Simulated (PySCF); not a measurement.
PySCF input for Pt(OH) (HOPt), SMILES [OH][Pt] (connectivity only; charge and spin as stated), neutral, multiplicity 2, C-PCM-B3LYP/def2-TZVPD. The structure is a stationary point at B3LYP-D3(BJ)/def2-TZVPD. The spin state was assumed, not searched. The def2 effective core potentials stand for the cores of Pt; spin–orbit coupling is left out.

```python
import numpy as np
from pyscf import gto, scf, dft
from pyscf.solvent import pcm

mol = gto.M(
    atom='''
    Pt   -0.00188889   -0.19756197    0.00000000
    O     0.11716177    1.67343108    0.00000000
    H    -0.78996061    2.02238519    0.00000000
    ''',
    basis='def2-TZVPD',
    ecp={'Pt': 'def2-tzvp'},
    charge=0,
    spin=1,
    max_memory=1600,
    verbose=3,
)
mf = dft.UKS(mol, xc='b3lyp').density_fit(auxbasis='def2-universal-jkfit')
mf.grids.level = 3
mf.conv_tol = 1e-9
mf.max_cycle = 100
mf.kernel()
fine, coarse = mf.grids, dft.Grids(mol).set(level=1).build(with_non0tab=True)
for _ in range(3):  # follow internal instabilities
    mf.grids = coarse
    mo, _, stable, _ = mf.stability(return_status=True, nroots=4)
    mf.grids = fine
    if stable:
        break
    mf.kernel(mf.make_rdm1(mo, mf.mo_occ))
res = {}
for name, eps in {'water': 78.355, 'chlorobenzene': 5.6968, 'toluene': 2.3741}.items():
    s = mf.PCM()
    s.with_solvent.method, s.with_solvent.eps, s.with_solvent.lebedev_order = 'C-PCM', eps, 29
    s.kernel(mf.make_rdm1())
    res[name] = (s.e_tot, eps, s.dip_moment(), s.mo_energy, s.converged)
    print(f'{name}: electrostatic solvation free energy {(s.e_tot - mf.e_tot) * 627.509474:.3f} kcal/mol')
```

Program output:

```

WARN: HOMO -0.670537343045038 >= LUMO -0.670537343045037

converged SCF energy = -195.179947069949  <S^2> = 0.75117059  2S+1 = 2.0011702
<class 'pyscf.df.df_jk.DFUKS'> wavefunction has an internal instability
converged SCF energy = -195.186420586655  <S^2> = 0.76395117  2S+1 = 2.0139029
<class 'pyscf.df.df_jk.DFUKS'> wavefunction is stable in the internal stability analysis

WARN: PCM is an experimental feature. It is still in testing.
Features and APIs may be changed in the future.

converged SCF energy = -195.198787330569  <S^2> = 0.75972918  2S+1 = 2.0097056
Dipole moment(X, Y, Z, Debye): -1.73694, -2.20713,  0.00003
water: electrostatic solvation free energy -7.760 kcal/mol

WARN: PCM is an experimental feature. It is still in testing.
Features and APIs may be changed in the future.

converged SCF energy = -195.196444600714  <S^2> = 0.76024856  2S+1 = 2.0102224
Dipole moment(X, Y, Z, Debye): -1.61892, -2.04701,  0.00003
chlorobenzene: electrostatic solvation free energy -6.290 kcal/mol

WARN: PCM is an experimental feature. It is still in testing.
Features and APIs may be changed in the future.

converged SCF energy = -195.193171324732  <S^2> = 0.76114499  2S+1 = 2.0111141
Dipole moment(X, Y, Z, Debye): -1.47461, -1.84038,  0.00003
toluene: electrostatic solvation free energy -4.236 kcal/mol
```

The run converged.

Cost: roughly 50 core-seconds.
